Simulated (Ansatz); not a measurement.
PBE exchange is replaced step by step with exact exchange (0 % is PBE, 25 % PBE0; no dispersion term), basis def2-SVP, Ansatz. System: GeBrMe3 (C3H9BrGe). The state is a singlet with charge 0. Geometry: r2SCAN-D4/def2-SVP.

Geometry of the singlet:

```xyz
14

Ge    0.1882    0.0912    0.3132
Br    1.3613    0.6590    2.2638
C     0.6957   -1.7370   -0.1243
H     1.7827   -1.8062   -0.2769
H     0.1865   -2.0552   -1.0483
H     0.4110   -2.4191    0.6902
C     0.7452    1.3596   -1.0552
H     0.4996    2.3867   -0.7479
H     0.2273    1.1388   -2.0024
H     1.8305    1.2922   -1.2207
C    -1.7047    0.2500    0.7412
H    -1.9459    1.2820    1.0353
H    -1.9670   -0.4226    1.5710
H    -2.3106   -0.0192   -0.1390
```

```tsv
exact exchange (%)	HOMO (eV)	LUMO (eV)	gap (eV)
0	-6.26	-0.22	6.04
10	-6.79	0.15	6.94
25	-7.59	0.71	8.29
40	-8.39	1.26	9.65
```

(1) Fit a straight line to the column «gap (eV)» against the share of exact exchange and predict its value at 15 %.

Results:

(1) With x = exact exchange (%) and y = gap (eV): mean x = 18.75, mean y = 7.73; Σ(x − x̄)(y − ȳ) = 82.9, Σ(x − x̄)² = 918.8; slope b = 0.09023, intercept a = ȳ − b·x̄ = 6.038. The residuals of the fitted rows reach 0.00. At x = 15 the line gives 6.038 + (0.09023 × 15) = 7.39; the run gave 7.39, the same within rounding.
